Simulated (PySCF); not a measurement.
PySCF was given this input:
```python
from pyscf import gto, scf, mp

mol = gto.M(
    atom='''
N     1.072844   -0.472334   -0.037573
Si   -0.466234    0.176594    0.025059
H     1.908143    0.009852   -0.325644
H    -0.919697   -0.037797    1.412548
H    -1.295333   -0.714284   -0.808995
H    -0.675749    1.576251   -0.365727
''',
    basis='6-31g**',
    charge=0,
    spin=1,
    verbose=3,
)

mf = scf.UHF(mol)
mf.kernel()

pt = mp.MP2(mf, frozen=5)
pt.kernel()
print('E(MP2) = %.10f' % pt.e_tot)
mf.analyze()
```

Task: What does this run give for the MP2 correlation energy, nuclear repulsion energy, SCF-reference <S^2>?

Result: 
```
Item                           Value
------------------------  ----------
MP2 correlation energy    -0.2325 Eh
nuclear repulsion energy  58.3575 Eh
SCF-reference <S^2>            0.759
```

These values belong to the state on which the SCF converged, which isn't shown to be the lowest.
